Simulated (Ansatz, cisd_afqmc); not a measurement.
System: CH₂BrF, charge 0, singlet. CH2BrF (SMILES FCBr).
B3LYP-D3(BJ)/def2-TZVP minimum from Ansatz (a program for electronic structure):
```
C
F 1 1.3614
H 1 1.0858 2 109.64
H 1 1.0858 3 113.27 2 122.82
Br 1 1.9569 3 106.81 4 117.31
```

Total energies in cc-pVDZ, 20 correlated electrons, 16 frozen orbitals. UHF or UKS for unpaired electrons; spin-orbit terms are left out. Cores are frozen in correlated methods (noble-gas shells, and filled d and f shells in the p block). No relativity. AFQMC is phaseless with a CISD trial state; ± is one standard error, without the phaseless bias. Outlying blocks are dropped, and bars are widened where a walk drifts. Over all cases where full CI ran beside it in this data, AFQMC minus full CI had a median of +0.1 mEh and passed +0.4 mEh in a tenth of the cases. Spin-orbit terms, left out, reach several kcal/mol for Br and I, and more for heavier atoms.

| method | program | energy (Eh) | minus CCSDT(Q) (mEh) |
|---|---|---|---|
| HF | Ansatz | -2710.84689 | 479.95 |
| MP2 | Ansatz | -2711.28958 | 37.26 |
| CCSD | Ansatz | -2711.31496 | 11.88 |
| CCSD(T) | Ansatz | -2711.32530 | 1.54 |
| CCSDT(Q) | Ansatz | -2711.32684 | 0.00 |
| AFQMC/CISD | cisd_afqmc | -2711.3266 ± 0.0006 | 0.3 ± 0.6 |

Rough core times of Ansatz's runs on a shared machine: CCSD(T) under 20 s, CCSDT(Q) 50 s.
